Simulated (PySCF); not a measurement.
Cl₃Ti, neutral, multiplicity 2. Atoms are numbered in the order given.

```xyz
4

Ti     0.0000     0.0000     0.0000
Cl     2.1878     0.0000     0.0000
Cl    -1.0939    -1.8947     0.0000
Cl    -1.0939     1.8947     0.0000
```
Charge 0, spin multiplicity 2.

Geometry optimised at r2SCAN-D4/def2-SVP. The spin state was assumed, not searched. The isomer is the one that the SMILES or the coordinates give; other isomers of the formula were not compared.

Level of theory: TDA-CAM-B3LYP/def2-SVPD (PySCF).

Vertical excitations; the highest root listed may be one member of a degenerate set. Gas-phase values at a fixed geometry.

Computed excitation energies, oscillator strengths and character:
| state | energy (eV) | λ (nm) | f | main pairs |
|---|---|---|---|---|
| root 1 | 0.66 | 1865 | 0.000 | α HOMO→LUMO (degenerate set) |
| root 2 | 0.66 | 1865 | 0.000 | α HOMO→LUMO+1 (degenerate set) |
| root 3 | 1.67 | 741 | 0.002 | α HOMO→LUMO+2 (degenerate set) |
| root 4 | 1.67 | 740 | 0.002 | α HOMO→LUMO+3 (degenerate set) |
| root 5 | 4.67 | 265 | 0.000 | α HOMO−1→LUMO (degenerate set) |
| root 6 | 4.67 | 265 | 0.000 | α HOMO−1→LUMO+1 (degenerate set) |
| root 7 | 4.90 | 253 | 0.000 | α HOMO−3→LUMO 32 %, α HOMO−4→LUMO+1 31 %, β HOMO−2→LUMO+1 17 %, β HOMO−3→LUMO 17 % |
| root 8 | 4.96 | 250 | 0.003 | α HOMO−2→LUMO+1, α HOMO−3→LUMO+1, α HOMO−4→LUMO, β HOMO−1→LUMO, β HOMO−3→LUMO+1, β HOMO−2→LUMO (degenerate set) |
| root 9 | 4.96 | 250 | 0.003 | α HOMO−2→LUMO, α HOMO−4→LUMO+1, α HOMO−3→LUMO, β HOMO−1→LUMO+1, β HOMO−3→LUMO, β HOMO−2→LUMO+1 (degenerate set) |
| root 10 | 5.03 | 247 | 0.004 | α HOMO−1→LUMO+2 82 %, β HOMO→LUMO+4 11 % |
Unrestricted roots are not spin-pure.
